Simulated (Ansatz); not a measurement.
Isolated molecules relaxed with PBE0-D4/def2-TZVP in Ansatz; ΔE leaves out vibrations. CCSD(T)/CBS is the MP2 limit (def2-TZVPP, def2-QZVPP) plus CCSD(T) − MP2 in def2-TZVPP, frozen cores. DFT in def2-TZVPP. B3LYP here is the variant with VWN-RPA as its local correlation; programs differ in this. For Se outer-core shells are correlated without core-valence functions, which leaves a few kJ/mol of doubt a bond. Scalar relativity is left out up to krypton. One conformer a species, not always the lowest.

Consider the substitution at a C–Al bond: `[CH3][Al]1[CH2][S]1` + `[F][Al]([F])[SeH]` → `C[Se][Al]([F])[F]` + `[CH2]1[AlH][S]1`.

```csv
level,ΔE (kcal/mol),difference from CCSD(T)/CBS
revPBE-D4,13.1,-1.3
BLYP-D4,13.2,-1.2
B3LYP-D4,13.9,-0.5
ωB97M-V,14.9,0.5
PBE-QIDH,14.8,0.4
revPBE,14.4,0.0
BLYP,14.3,-0.1
PBE0,14.9,0.5
B3LYP,14.6,0.2
LC-ωPBE,15.6,1.2
CCSD/def2-SVP,15.1,0.7
SCS-MP2/def2-TZVPP,13.6,-0.8
CCSD/def2-TZVPP,14.4,0.0
CCSD(T)/def2-TZVPP,14.3,-0.1
MP2/def2-QZVPP,14.5,0.1
HF/CBS(def2),13.8,-0.6
CCSD(T)/CBS,14.4,0
```

Largest T1 diagnostic among the species: 0.014.

The D4 term adds −0.8 kcal/mol with B3LYP and −0.4 kcal/mol with PBE0; it sums over pairs of atoms, weighted by their polarisabilities, and B3LYP, whose exchange is more repulsive, gets the larger term. Leaving LDA and LC-ωPBE aside and taking each functional with its dispersion term where it has one, the values, not all of them listed here, spread over 2.2 kcal/mol, from revPBE-D4 to r2SCAN0-D4. LDA lies +0.8 kcal/mol from PBE without D4.
